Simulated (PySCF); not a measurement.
**Excitation energy of Mo by level of theory**

Mo [Kr] 4d5 5s1 (7S) → Mo [Kr] 4d5 5p1 (7P), as a difference of total energies. Calculation: PySCF 2.14, in def2-TZVPPD with the def2 core potential (28 electrons) (6s4p3d2f1g, 56 functions); a scalar-relativistic core potential. Correlated levels: valence: 4s2 4p6 frozen; valence and next inner shell: nothing frozen outside the core potential. The calculations carry no spin-orbit coupling.

| method | excitation energy (cm⁻¹) |
| --- | --- |
| UHF | 23572 |
| LDA | 28213 |
| PBE | 27328 |
| PBE0 | 26658 |
| r2SCAN | 28445 |
| BP86 | 27608 |
| wB97M-V | 25253 |
| B3LYP | 26679 |
| CAM-B3LYP | 26129 |
| MP2 (valence) | 25529 |
| SCS-MP2 (valence) | 24225 |
| MP2 (valence and next inner shell) | 27088 |
| SCS-MP2 (valence and next inner shell) | 25700 |
